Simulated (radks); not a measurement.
These are the eigenvalues of the occupied orbitals of an atom or ion with whole-number occupations (Ry). Method: non-relativistic Kohn-Sham, RPBE, spin-polarised, spherical densities, point nucleus; computed with a radial shooting solver on a logarithmic mesh with Libxc functionals.

| orbital | eigenvalue |
|---|---|
| 1s down | -555.3114 |
| 1s up | -555.3103 |
| 2s up | -67.83098 |
| 2s down | -67.65876 |
| 2p up | -59.23481 |
| 2p down | -59.10851 |
| 3s up | -10.29480 |
| 3s down | -9.93770 |
| 3p up | -7.71608 |
| 3p down | -7.36261 |
| 3d up | -3.46489 |
| 3d down | -3.12737 |

Which element is it, and in what charge state? The configuration may be excited. Open shells, if any, are filled with parallel spins first.

Answer. Z = 27, cobalt, charge +3: Co3+ in [Ar] 3d6. The list shows which subshells hold electrons but not how many an open one holds; the 1s level, -277.66 hartree, gives Z - s = 23.6 by -(Z - s)^2/2, which with screening narrows Z to a few neighbours, and the depths of the outer levels then fix element, charge and occupations together.
